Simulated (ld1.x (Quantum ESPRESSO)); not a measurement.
**Configuration tests for Os (PAW)**

| Item | Value |
| --- | --- |
| Element | osmium (Os) |
| Generator | ld1.x (Quantum ESPRESSO) 7.5 |
| Type | PAW |
| Functional | LDA (PZ) |
| Relativity | fully relativistic |
| Frozen core | [Kr] 4d10 4f14 5s2 |
| Valence charge | 14 |
| Reference configuration | 5p6 5d6 6s2 6p0 |
| Partial waves | 6s (bound): rcut 2.15, rcutus 2.25 bohr; 6s channel at -0.05 Ry: rcut 2.15, rcutus 2.25 bohr; 5p (bound): rcut 1.55, rcutus 1.95 bohr; 6p (bound, empty): rcut 1.55, rcutus 1.95 bohr; 5d (bound): rcut 1.90, rcutus 2.10 bohr; 5d channel at 0.34 Ry: rcut 1.90, rcutus 2.10 bohr |
| Local potential | all-electron potential smoothed inside 1.55 bohr (lloc = -1) |
| Core correction | Bessel-smoothed model core inside 1.55 bohr |
| Augmentation charge | BESSEL, radius 1.60 bohr |

Open shells are filled in proportion to 2j + 1 (rel_dist='average').

Energies are relative to the spin-unpolarised reference configuration 5p6 5d6 6s2 6p0; without spin polarisation the order of configurations can differ from experiment.

```csv
valence configuration,charge,ΔE all-electron (eV),error AE − PS (meV)
5p6 5d6 6s1 6p0,+1,9.869,+0.7
5p6 5d5 6s0 6p0,+3,56.303,+6.4
5p6 5d7 6s1 6p0,0,0.346,-1.7
5p5 5d6 6s2 6p0,+1,57.931,-25
5p6 5d6 6s0 6p2,0,10.513,+11
```

Q: What are ΔE and the potential's error for 5p6 5d6 6s0 6p0?

A: ΔE = 27.154 eV all-electron; the error (AE − PS) is +5.6 meV.

Q: What are ΔE and the potential's error for 5p6 5d5 6s2 6p0?

A: ΔE = 11.313 eV all-electron; the error (AE − PS) is -3.1 meV.

Levels in the configuration 5p6 5d6 6s0 6p2:

| level | all-electron (eV) | pseudo (eV) |
| --- | --- | --- |
| 5p j=1/2 | -63.309 | -63.264 |
| 5p j=3/2 | -50.933 | -50.898 |
| 5d j=3/2 | -10.155 | -10.146 |
| 5d j=5/2 | -9.051 | -9.041 |
| 6p j=1/2 | -3.522 | -3.525 |
| 6p j=3/2 | -2.741 | -2.742 |

The ghost test of this file was not conclusive.
